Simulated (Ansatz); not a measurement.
Start from `[I][Al]1[CH2][CH2]1` and change one atom or group to get `N=[CH][Al]1[CH2][CH2]1`.

Ansatz, PBE0-D4/def2-TZVP geometries, multiplicity 1. Each molecule was computed in one conformer, which needn't be the lowest.

Elements past krypton have def2 core potentials.

```json
{"property": "LUMO energy (B3LYP/def2-TZVPP) / eV", "`[I][Al]1[CH2][CH2]1`": "-1.48"}
{"property": "size of the dipole moment (ωB97M-V/def2-TZVPP) / D", "`[I][Al]1[CH2][CH2]1`": "0.17"}
{"property": "ideal-gas entropy at 298 K and 1 bar (rigid rotor, harmonic PBE0-D4/def2-TZVP) / J/(mol·K)", "`[I][Al]1[CH2][CH2]1`": "328"}
{"property": "HOMO energy (B3LYP/def2-TZVPP) / eV", "`[I][Al]1[CH2][CH2]1`": "-5.90"}
{"property": "HOMO–LUMO gap (ωB97M-V/def2-TZVPP) / eV", "`[I][Al]1[CH2][CH2]1`": "8.65"}
{"property": "zero-point energy (PBE0-D4/def2-TZVP) / kJ/mol", "`[I][Al]1[CH2][CH2]1`": "137.3"}
```

Give the same properties after the change, and the shifts. (Estimate.)

Computed: 
```csv
property,`N=[CH][Al]1[CH2][CH2]1`,shift
LUMO energy (B3LYP/def2-TZVPP) / eV,-2.25,-0.77
size of the dipole moment (ωB97M-V/def2-TZVPP) / D,0.80,0.63
"ideal-gas entropy at 298 K and 1 bar (rigid rotor, harmonic PBE0-D4/def2-TZVP) / J/(mol·K)",345,17
HOMO energy (B3LYP/def2-TZVPP) / eV,-5.80,0.10
HOMO–LUMO gap (ωB97M-V/def2-TZVPP) / eV,8.03,-0.62
zero-point energy (PBE0-D4/def2-TZVP) / kJ/mol,216.0,78.7
```

With PBE0 the HOMO rises by 0.10 eV and the LUMO falls by 0.77 eV, so the gap narrows by about 0.87 eV. PBE moves the HOMO by 0.12 eV and ωB97M-V by 0.08 eV. The zero-point energy changes by 78.7 kJ/mol with +9 modes. Dipoles are sizes alone; their direction can turn. Modes under 60 cm⁻¹, often nearly free rotors, make the harmonic entropy too high.

B3LYP here is the variant with VWN-RPA as its local correlation; programs differ in this.

Spin–orbit coupling is left out; it splits and shifts lone-pair levels of the heavy atoms by tenths of an eV.
